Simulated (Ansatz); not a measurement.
The cluster Si₂W₂⁻. Charge -1, multiplicity 2. Geometry PBE0-D4/def2-SVPD.

```csv
atom,x (Å),y (Å),z (Å)
W1,0.2556,-0.9372,-0.8112
W2,0.0106,-1.4731,1.3481
Si3,-0.0189,1.5035,-1.3498
Si4,-0.2472,0.9069,0.8130
```

In the def2 sets W takes a core potential; there is no spin–orbit coupling. LC-ωPBE has ω = 0.4 bohr⁻¹. At PBE-D4/def2-TZVPD, r2SCAN-D4/def2-TZVPD, PBE0-D4/def2-TZVPD, r2SCAN0-D4/def2-TZVPD and others the charge -1 doublet is spin-contaminated (final ⟨S²⟩ up to 3.00, 0.75 for a pure state). At PBE-D4/def2-TZVPD, r2SCAN-D4/def2-TZVPD the highest occupied level of the charge -1 doublet lies above zero (up to 0.43 eV). It is a level of α spin, whose loss leaves a singlet; that state wasn't run at this geometry and level. The electron is either unbound and held by the finite basis, or the level is raised by self-interaction error. No other spin state of charge -1 was run. The geometry of the doublet was relaxed on an unsound state (⟨S²⟩ 2.53, where a pure state has 0.75). Another isomer (quartet) lies 0.63 eV lower at PBE0-D4/def2-TZVPD; other spin states weren't run for this one.

Task: Estimate the α-spin orbital energies around the gap (eV) in Ansatz with PBE-D4/def2-TZVPD, r2SCAN-D4/def2-TZVPD, PBE0-D4/def2-TZVPD, r2SCAN0-D4/def2-TZVPD, LC-ωPBE/def2-TZVPD.

Result: 
```tsv
orbital	PBE-D4/def2-TZVPD	r2SCAN-D4/def2-TZVPD	PBE0-D4/def2-TZVPD	r2SCAN0-D4/def2-TZVPD	LC-ωPBE/def2-TZVPD
HOMO−5	-1.81	-2.02	-2.72	-2.91	-5.07
HOMO−4	-1.46	-1.64	-2.37	-2.58	-4.78
HOMO−3	-1.17	-1.28	-1.99	-2.20	-4.39
HOMO−2	-0.79	-1.06	-1.66	-1.78	-3.71
HOMO−1	0.01	-0.14	-0.54	-0.68	-2.55
HOMO	0.43	0.15	-0.41	-0.63	-2.36
LUMO	0.72	0.89	1.41	1.49	3.04
LUMO+1	0.91	1.23	1.92	2.08	3.50
LUMO+2	1.38	1.69	2.17	2.28	3.90
LUMO+3	1.62	1.78	2.33	2.48	3.95
LUMO+4	1.67	1.98	2.55	2.75	4.21
LUMO+5	2.12	2.48	2.98	3.23	4.78
β HOMO	-0.03	-0.41	-0.98	-1.22	-3.10
β LUMO	0.52	0.72	1.19	1.32	2.96
```
